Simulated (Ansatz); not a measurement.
SSi, triplet, geometry from GFN2-xTB (the spin is typed, not shown lowest); R2SCAN/STO-3G (Ansatz, a first-principles code).

The Ansatz input:
Ansatz 0.2 input:
```yaml
crystal:
  periodic: [false, false, false]
  atoms:
    - {symbol: Si, position_ang: [-0.00000000, -0.00000000, -1.11967259]}
    - {symbol: S, position_ang: [0.00000000, 0.00000000, 0.97971351]}
basis:
  gaussian:
    orbitals: STO-3G
hamiltonian:
  xc: r2scan
magnetization: {spin_polarized: true, initial_magnetization: 2}
accuracy: high
```

Question: Predict the main parts of the log of this Ansatz run.

Answer: 
```
Functional definition: r2SCAN
298 factors; integrals over basis functions are off by at most 5.1e-9 eV
mean field evaluation 1: about -18495.8038 eV, gradient 3.1e0 eV
mean field evaluation 2: about -18495.8480 eV, gradient 2.2e0 eV
mean field evaluation 4: about -18495.9144 eV, gradient 2.9e-1 eV
mean field evaluation 8: about -18496.1036 eV, gradient 1.2e0 eV
mean field evaluation 16: about -18496.3269 eV, gradient 1.3e-6 eV
mean field evaluation 32: about -18495.6608 eV, gradient 1.3e-1 eV
mean field evaluation 64: about -18494.3465 eV, gradient 1.1e1 eV
mean field evaluation 96: about -18495.6720 eV, gradient 7.5e-1 eV
mean field -18496.32688386 eV, -679.7274757211 hartree, gradient 1.4e-8 eV, S^2 2.001770; 12 other end points of the search recorded, 0 dependent functions left out
reference -18496.32688440 eV, -679.7274757412 hartree; 16, 14 occupied and 2, 4 virtual orbitals, 298 factors
Total energy: -18496.32688440 eV, -679.7274757412 hartree
```
